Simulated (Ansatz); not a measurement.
Stepwise reaction of `[O]=[W]([F])([F])([F])[F]` with water, as a gas-phase model of exchange steps in deposition or etching. ΔE in kJ/mol.

Program: Ansatz. Geometries: PBE0-D4/def2-TZVP. ΔE: electronic, gas phase. CBS: MP2 limit from def2 TZ/QZ plus the TZ coupled-cluster correction, frozen cores. This one scheme is used for every species. Functionals use def2-TZVPP. B3LYP here is the variant with VWN-RPA as its local correlation; programs differ in this. def2 core potentials past Kr. For W outer-core shells are correlated without core-valence functions, which leaves a few kJ/mol of doubt a bond. One conformer a species, not always the lowest.

```csv
step,reaction,PBE-D4,B3LYP-D4,ωB97M-V,CCSD(T)/CBS
1,`[O]=[W]([F])([F])([F])[F]` + H₂O → `[O]=[W]([OH])([F])([F])[F]` + H–F,29.2,28.0,30.4,24.9
```

Question: Give the row of step 2, `[O]=[W]([OH])([F])([F])[F]` + H₂O → `[O]=[W]([OH])([OH])([F])[F]` + H–F. (Best estimate.)

Answer: Computed: 
```csv
step,reaction,PBE-D4,B3LYP-D4,ωB97M-V,CCSD(T)/CBS
2,`[O]=[W]([OH])([F])([F])[F]` + H₂O → `[O]=[W]([OH])([OH])([F])[F]` + H–F,37.5,36.7,37.3,31.3
```

Question: By hand: ΔE of the 2 steps together at CCSD(T)/CBS.

Answer: (24.9) + (31.3) = 56.2 kJ/mol, or 28.1 kJ/mol a step.

In ΔE each step is higher than the one before. All are uphill at CCSD(T)/CBS. PBE-D4 differs from CCSD(T)/CBS by 4.3 to 6.2 kJ/mol a step. Isolated molecules leave out the surface, adducts and barriers. Largest T1 diagnostic: 0.021.
